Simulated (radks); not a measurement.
Results of a calculation; reference values are marked as such.
Charge is removed step by step from the 3s1/2 level of Pb, starting from [Hg] 6p2. Code: a radial shooting solver on a logarithmic mesh with Libxc functionals. Model: Dirac Kohn-Sham, LDA (Slater exchange, Perdew-Wang correlation), spin-unpolarised, spherical densities, finite nucleus; open shells are shared between the two j in proportion to 2j + 1; Fermi nuclear charge, rms radius 5.5012 fm.

removed (e),E - E(0) (eV),eigenvalue (eV),E minus straight line (eV)
0,0.000,-3768.5,0.000
0.25,944.25,-3785.5,-6.502
0.5,1892.8,-3802.9,-8.703
0.75,2845.7,-3820.4,-6.552
1,3803.0,-3838.1,0.000

Removing the whole electron costs 3803.0 eV by Delta-SCF, against 3768.5 eV from minus the eigenvalue at the starting occupation. Slater's transition state (half an electron removed) gives 3802.9 eV. Integrating minus the eigenvalue over the occupation (Janak's theorem) gives 3803.0 eV. The mean slope of the eigenvalue, de/dn, is 69.6 eV per electron.
